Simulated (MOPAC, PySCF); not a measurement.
Relaxed torsion scan: H₆BClO₂Si₂, SMILES OB(O)[SiH2][SiH2]Cl. Scanned: dihedral H7–O1–B2–Si4; all other coordinates were relaxed at GFN2-xTB. Points at φ and −φ are mirror images. Heavy atoms are numbered in the order of the SMILES OB(O)[SiH2][SiH2]Cl, hydrogens after them in the order of the atoms that carry them; the mirror image has the same energies with the sign of each dihedral reversed.

RMP2/6-31G* = restricted MP2 (frozen core)/6-31G*, spherical d // GFN2-xTB run with PySCF; RKS-B3LYP/6-31G* = restricted B3LYP/6-31G*, spherical d, density fitting // GFN2-xTB (PySCF); PM6, restricted, heats of formation // GFN2-xTB (MOPAC).

Energies in kJ/mol, each method relative to its own lowest point.

```tsv
φ / °	RMP2/6-31G*	RKS-B3LYP/6-31G*	PM6
-160	21.8	23.3	5.9
-140	29.4	31.2	12.9
-120	39.8	41.4	22.2
-100	46.3	46.4	27.3
-80	39.3	38.2	20.4
-60	24.2	23.5	12.8
-40	10.4	10.2	6.2
-20	2.3	2.3	1.6
0	0.0	0.0	0.0
20	2.3	2.3	1.6
40	10.4	10.2	6.2
60	24.2	23.5	12.8
80	39.3	38.2	20.4
100	46.3	46.4	27.3
120	39.8	41.4	22.2
140	29.4	31.2	12.9
160	21.8	23.3	5.9
180	20.2	21.2	3.4
```
